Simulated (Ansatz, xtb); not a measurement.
**Relative energy of two isomers of C6H6N3+**

We compare I, `C[n+]1ccc(C#N)nc1`, a singlet, with II, `C[n+]1ccncc1C#N`, a singlet. Both are isolated ions in the gas phase, relaxed with PBE0-D3(BJ)/def2-SVP.

**Question.** Estimate E(II) − E(I) at the level CCSD(T)/def2-SVP + ΔMP2/def2-TZVPP.

**Answer.** Calculated at CCSD(T)/def2-SVP + ΔMP2/def2-TZVPP: E(II) − E(I) = +0.299 eV, so structure I lies lower.

How the difference moves with the method:

| level | geometry | E(II) − E(I) (eV) | departure from the last row (eV) | job, with rough time for the two |
| --- | --- | --- | --- | --- |
| GFN2-xTB | GFN2-xTB | +0.232 | −0.067 | optimisation, 0.14 s |
| HF/STO-3G | GFN2-xTB | +0.351 | +0.053 | single point, 0.44 s |
| r2SCAN-D4/def2-SVP | GFN2-xTB | +0.298 | −0.001 | single point, 2.7 s |
| PBE0-D3(BJ)/def2-SVP | PBE0-D3(BJ)/def2-SVP | +0.317 | +0.018 | optimisation, 94 s |
| HF/def2-SVP | PBE0-D3(BJ)/def2-SVP | +0.534 | +0.236 | part of the CCSD(T) run |
| MP2/def2-SVP | PBE0-D3(BJ)/def2-SVP | +0.241 | −0.057 | part of the CCSD(T) run |
| CCSD(T)/def2-SVP | PBE0-D3(BJ)/def2-SVP | +0.334 | +0.035 | single point |
| CCSD(T)/def2-SVP + ΔMP2/def2-TZVPP | PBE0-D3(BJ)/def2-SVP | +0.299 |  | single point, 79 s |

As drawn, both hold the same kinds of bond in the same numbers.

The levels shown agree on the order. The largest departure from CCSD(T)/def2-SVP + ΔMP2/def2-TZVPP is that of HF/def2-SVP, 0.236 eV. The last row adds to CCSD(T) the change of the MP2 difference between the two basis sets, here −0.035 eV.

With thermal terms from frequencies at re-optimised GFN2-xTB minima (ideal gas, soft modes damped towards free rotors, one conformer each, 298.15 K, 1 atm): on the last row, ΔE + ΔZPE = +0.298, ΔH = +0.293, ΔG = +0.306 eV.

The correlated steps freeze 9 core orbitals. Codes used: Ansatz 0.2.0, xtb 6.7.1; the last row on 4 threads of Intel(R) Xeon(R) Platinum 8488C (Sapphire Rapids) on a shared host.
